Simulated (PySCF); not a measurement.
Chain-length series, n-germane mercapto/mercapto (end groups after the name). All species are isolated molecules in the gas phase. One relaxed conformer stands for each flexible species; it need not be the lowest. Strings in code marks are SMILES. All members: neutral, multiplicity 1. Level: r2SCAN-D4/def2-TZVP // B3LYP-D3(BJ)/def2-SVP (PySCF), beside PBE-D3(BJ)/def2-TZVP // B3LYP-D3(BJ)/def2-SVP (PySCF) at the same geometries.  Orbital energies are measured against the vacuum level.

```
species                                                            HOMO, PBE (eV)  HOMO, r2SCAN-D4 (eV)
-----------------------------------------------------------------  --------------  --------------------
`[SH][GeH2][SH]` (H–S–Ge–S torsion -140°, S–Ge–S–H torsion -140°)           -6.14                 -6.43
`[SH][GeH2][GeH2][SH]`                                                      -5.89                 -6.16
`[SH][GeH2][GeH2][GeH2][SH]`                                                -5.86              withheld
`[SH][GeH2][GeH2][GeH2][GeH2][SH]`                                          -5.85                 -6.12
`[SH][GeH2][GeH2][GeH2][GeH2][GeH2][GeH2][SH]`                              -5.82                 -6.08
```

Question: Fit y = a + b·x, y being the HOMO at the first level, to the 4 complete rows by least squares, with x = the PBE value in eV. Give a, b and the rms residual, and predict the withheld value.

Answer: Means of the 4 rows: x̄ = -5.925, ȳ = -6.1975 eV. Σ(x − x̄)² = 0.0641 and Σ(x − x̄)(y − ȳ) = 0.06945, so b = 1.083 and a = ȳ − b·x̄ = 0.219 eV. The rms residual is 0.003 eV. At x = -5.86 the line gives -6.13 eV. The run for `[SH][GeH2][GeH2][GeH2][SH]` gave -6.13 eV, so the line is off by 0.00 eV, within twice the rms residual.

Codes: PySCF.
